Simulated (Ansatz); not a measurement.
Reaction (formal exchange of groups at the In–C bond): `C=[C](I)[In]([OH])[Cl]` + `CCCl` → `C[CH2][In]([OH])[Cl]` + `C=C(Cl)I`

Isolated molecules relaxed with PBE0-D4/def2-TZVP in Ansatz; ΔE leaves out vibrations. CCSD(T)/CBS is the MP2 limit (def2-TZVPP, def2-QZVPP) plus CCSD(T) − MP2 in def2-TZVPP, frozen cores. DFT in def2-TZVPP. B3LYP here is the variant with VWN-RPA as its local correlation; programs differ in this. HSE06 is defined as in plane-wave codes. def2 core potentials past Kr. For I, In outer-core shells are correlated without core-valence functions, which leaves a few kJ/mol of doubt a bond. Each species was taken in one conformer, which may not be the lowest.

```
             level  ΔE (kcal/mol)  difference from CCSD(T)/CBS
            PBE-D4            3.9                         -2.7
         revPBE-D4            4.0                         -2.6
           BLYP-D4            4.5                         -2.1
         r2SCAN-D4            5.2                         -1.4
            B97M-V            5.6                         -1.0
           PBE0-D4            5.3                         -1.3
          B3LYP-D4            5.5                         -1.1
        r2SCANh-D4            5.5                         -1.1
        r2SCAN0-D4            6.1                         -0.5
          HSE06-D4            5.4                         -1.2
          BHLYP-D4            7.6                          1.0
      CAM-B3LYP-D4            5.9                         -0.7
           ωB97X-V            6.3                         -0.3
           ωB97M-V            6.0                         -0.6
            B2PLYP            6.1                         -0.5
          PBE-QIDH            6.4                         -0.2
               PBE            3.8                         -2.8
              BLYP            4.3                         -2.3
            r2SCAN            5.1                         -1.5
              PBE0            5.2                         -1.4
             B3LYP            5.3                         -1.3
           r2SCANh            5.5                         -1.1
           r2SCAN0            6.0                         -0.6
             BHLYP            7.1                          0.5
           LC-ωPBE            5.5                         -1.1
       HF/def2-SVP           11.0                          4.4
      MP2/def2-SVP            6.8                          0.2
     CCSD/def2-SVP            7.5                          0.9
  CCSD(T)/def2-SVP            7.3                          0.7
     HF/def2-TZVPP           10.7                          4.1
    MP2/def2-TZVPP            6.1                         -0.5
SCS-MP2/def2-TZVPP            6.6                          0.0
   CCSD/def2-TZVPP            7.2                          0.6
CCSD(T)/def2-TZVPP            7.0                          0.4
     HF/def2-QZVPP           10.7                          4.1
    MP2/def2-QZVPP            5.9                         -0.7
SCS-MP2/def2-QZVPP            6.5                         -0.1
      HF/CBS(def2)           10.7                          4.1
     MP2/CBS(def2)            5.7                         -0.9
    CCSD/CBS(def2)            6.8                          0.2
       CCSD(T)/CBS            6.6                            0
```

Largest T1 diagnostic among the species: 0.014.

Leaving LDA and LC-ωPBE aside and taking each functional with its dispersion term where it has one, the values spread over 3.7 kcal/mol, from PBE-D4 to BHLYP-D4. LDA lies −1.3 kcal/mol from PBE without D4. At CCSD(T), def2-SVP lies +0.7 kcal/mol from the extrapolated value and def2-TZVPP +0.4 kcal/mol.
